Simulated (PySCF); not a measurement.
MnF6: bond length scan

MnF6 holds Mn(VI), d1, at total charge 0. The structure is a model geometry with rigid ligands and bond lengths from ionic radii, not a minimum; coordination octahedral, point group Oh, metal–donor distances 1.68 Å.

The d shell alone is too small an active space for MnF6 (an active orbital has only 0.53 squared overlap with the free ion's shell): its levels, fitted parameters, g values and moments show what this model gives and aren't sound predictions.

```
7

Mn    0.000    0.000    0.000
F     0.000    0.000    1.675
F     0.000    0.000   -1.675
F     1.675    0.000    0.000
F    -1.675    0.000    0.000
F     0.000    1.675    0.000
F     0.000   -1.675    0.000
```

Method (PySCF 2.14, density fitting): CASSCF(1,5) with orbitals averaged over all microstates of the shell, strongly contracted NEVPT2 on the averaged canonical orbitals; basis x2c-TZVPall on the metal, x2c-SVPall elsewhere; spin-free X2C; gas phase; spin-orbit coupling by state interaction with the mean-field operator over all roots.

All metal–ligand distances are scaled together.

```
bond length  group  ground  next state (NEVPT2) / cm⁻¹  orbital energies above the lowest (NEVPT2 fit) / cm⁻¹  μeff(300 K) / μB
    1.541 Å     Oh    2T2g                   2Eg 47208                                      0 0 0 47208 47208              1.40
    1.591 Å     Oh    2T2g                   2Eg 42375                                      0 0 0 42375 42375              1.41
    1.641 Å     Oh    2T2g                   2Eg 38379                                      0 0 0 38379 38379              1.41
    1.675 Å     Oh    2T2g                   2Eg 36093                                      0 0 0 36093 36093              1.41
    1.708 Å     Oh    2T2g                   2Eg 34016                                      0 0 0 34016 34016              1.42
```

Problem. With what power of the bond length does 10Dq, as fitted to the states, fall?

Solution. A log–log fit of these points gives 10Dq ∝ R^−3.2; a point-charge model has R^−5 (correlation -1.000).

At 1.541 Å, 1.591 Å, 1.641 Å, 1.675 Å, 1.708 Å the ground state is orbitally degenerate, so the regular structure would distort there (Jahn–Teller).

The geometry is a model, and the complex may not exist in this form. Charge-transfer states lie outside this active space and may come lower than some of these levels. NEVPT2 on the d shell alone tends to put d–d bands too high for such charged or covalently bound ions.
